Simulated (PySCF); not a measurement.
Spinor energies of Hg⁶¹⁺ (mercury, charge +61)

Start: [Ar] 3d1; 3d3/2 filled at m_j = +3/2. Calculated with PySCF 2.14 in an even-tempered Gaussian basis (15 s from 19 bohr⁻², ratio 2.8; 12 p from 25 bohr⁻², ratio 2.8; 8 d from 25 bohr⁻², ratio 2.8; 3 f from 77 bohr⁻², ratio 3): generalised Hartree-Fock with the X2C-1e Hamiltonian and a Gaussian nucleus; one run each with spin-orbit coupling (SO) switched off, then screened by Boettger's factors.

| spinor shell | electrons | ε, spin-free (eV) | ε, screened SO (eV) | weight of nominal j (screened SO) | rms radius, screened SO (bohr) |
| --- | --- | --- | --- | --- | --- |
| 1s1/2 | 2 | -88219.9 | -88185.9 | 1.000 | 0.0187 |
| 2s1/2 | 2 | -19475.8 | -19464.5 | 1.000 | 0.0749 |
| 2p1/2 | 2 | -17445.5 | -18874.3 | 1.000 | 0.0633 |
| 2p3/2 | 4 | -17445.5 | -16885.3 | 1.000 | 0.0711 |
| 3s1/2 | 2 | -7545.8 | -7542.2 | 1.000 | 0.184 |
| 3p1/2 | 2 | -6936.0 | -7307.4 | 1.000 | 0.174 |
| 3p3/2 | 4 | -6936.0 | -6787.1 | 1.000 | 0.188 |
| 3d3/2 | 1 | -6447.3 | -6514.0 | 1.000 | 0.160 |

```tsv
quantity	spin-free	screened SO
E (hartree)	-15651.39194	-15684.87177
M_J	3/2	3/2
⟨J²⟩	3.960	3.750
⟨L²⟩	6.000	6.081
⟨S²⟩	0.750	0.831
```

Each row is a mean over spinors that exchange with the open shell spreads, by up to 28.444 eV (3p1/2).

Breit and QED terms are absent; they matter most for the inner s and p1/2 levels.

Densities and radii are taken from the X2C orbitals without a picture-change correction, which distorts them close to the nucleus.

Without spin-orbit coupling the j labels of p, d and f shells carry no meaning; the spin-free column gives the mean over the occupied spinors of each nl shell, and its ⟨J²⟩ belongs to a mixture of degenerate components.
